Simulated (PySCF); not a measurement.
Isomers of C5H13As, mass 148.023 u with the commonest isotopes. Computed with PySCF, PBE0-D3(BJ)/def2-SVP geometry optimisation, gas phase. One conformer each, none proved a minimum here; rigid rotors.

Question: Order these by rotational constant C, largest first.
A. `[CH3:1][C:2]([CH3:3])([CH3:4])[CH2:5][AsH2:6]` with C2–C5–As6–H 180° and 88°
B. `C[AsH]C(C)(C)C`
C. `[CH3:1][CH:2]([CH3:3])[As:4]([CH3:5])[CH3:6]` with C1–C2–As4–C5 -69°

Answer: B (1497 MHz), C (1418 MHz), A (1117 MHz).

Question: Order these by rotational constant A, largest first.
A. `[CH3:1][C:2]([CH3:3])([CH3:4])[CH2:5][AsH2:6]` with C2–C5–As6–H 180° and 88°
B. `[CH3:1][CH:2]([CH3:3])[As:4]([CH3:5])[CH3:6]` with C1–C2–As4–C5 -69°
C. `C[AsH]C(C)(C)C`

Answer: A (4269 MHz), C (3185 MHz), B (3107 MHz).

Question: Order these by out-of-plane moment Σ m c² = (Ia + Ib − Ic)/2, largest first.
A. `[CH3:1][CH:2]([CH3:3])[As:4]([CH3:5])[CH3:6]` with C1–C2–As4–C5 -69°
B. `CC([AsH]C)(C)C`
C. `[CH3:1][C:2]([CH3:3])([CH3:4])[CH2:5][AsH2:6]` with C2–C5–As6–H 180° and 88°

Answer: B (59.22 u·Å²), C (58.92 u·Å²), A (36.79 u·Å²).

```tsv
SMILES	point group	Ia (u·Å²)	Ib (u·Å²)	Ic (u·Å²)	κ	μa (D)	μb (D)	μc (D)
CC(C)[As](C)C	Cs	162.66	267.44	356.52	-0.44	0.17	0.00	1.08
CC(C)(C)C[AsH2]	–	118.38	451.83	452.36	-1.00	0.90	0.28	0.57
C[AsH]C(C)(C)C	C1	158.69	297.24	337.49	-0.76	0.54	0.94	0.22
```
